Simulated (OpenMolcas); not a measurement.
**P+, As+, Sb+, Bi+: ns² np² down the group**

* Program: OpenMolcas 26.06
* Method: MS-RASPT2, IPEA 0.25 Eh, imaginary shift 0.1 Eh
* Basis: ANO-R3
* Scalar Hamiltonian: X2C, finite nucleus
* Spin-orbit coupling: state interaction with AMFI integrals over the reference wave functions, term energies averaged over their components

Active space for each ion: 2 electrons in 9 orbitals (RAS2 p; RAS3 d s, at most 1 electron); closed shells correlated by CASPT2: P+ 2s 2p 3s; As+ 3d 4s; Sb+ 4d 5s; Bi+ 5d 6s.

Computed levels in cm-1 above ³P₀:

| Level | P+ | As+ | Sb+ | Bi+ |
| --- | --- | --- | --- | --- |
| ³P₁ | 147 | 912 | 2530 | 10800 |
| ³P₂ | 424 | 2260 | 4990 | 15060 |
| ¹D₂ | 8800 | 10120 | 12130 | 29770 |
| ¹S₀ | 26420 | 26470 | 26500 | 42960 |
| weight of ³P in the lowest level (%) | 100 | 99 | 97 | 87 |

Mixed levels, with the weight of the term that names them: Bi+ ³P₂ (59 %), Bi+ ¹D₂ (59 %).

Measured, with the error of the calculation in %. Measured levels: P+, As+, Sb+ from NIST Handbook of Basic Atomic Spectroscopic Data.

```csv
Level,P+,As+,Sb+
³P₁,165 (-11.1),1063 (-14.3),3055 (-17.3)
³P₂,469 (-9.7),2541 (-11.0),5658 (-11.7)
¹D₂,8882 (-0.9),10096 (+0.3),12790 (-5.2)
¹S₀,21576 (+22.5),22599 (+17.1),23906 (+10.9)
```

The fine-structure level ³P₂ changes by a factor of 35.5 from P+ to Bi+.

Without spin-orbit coupling ¹D lies 8510, 8320, 7050, 7690 cm-1 above ³P in that order; the difference to the level ¹D₂, of either sign, comes from spin-orbit coupling, which also lowers the zero.

CASPT2 does not keep the components of a term degenerate, so their means are used; among the terms shown or strongly mixed into the levels shown the widest spread is 140 cm-1 (3s² 3p² ¹D, P+). Over all roots computed the reference weight is 0.88 to 0.96 in P+, 0.85 to 0.94 in As+, 0.83 to 0.91 in Sb+; the roots of lowest weight are the least certain, and an intruder state may touch them. With the s shell closed, the reference lacks s² → p² mixing. Some terms miss by over 15 % even with CASPT2, which points to a basis or an active space too small for the shells correlated (holds for P+; As+; Sb+). Measured partners are found by configuration, term and J. A level has none where our copy of the source lacks it or the pairing is in doubt (some pairs that miss far off the trend of their configuration count as doubtful), and it then counts in no deviation. Where the source uses jj or jK labels, the order within each J decides. Only configurations of the active space appear.
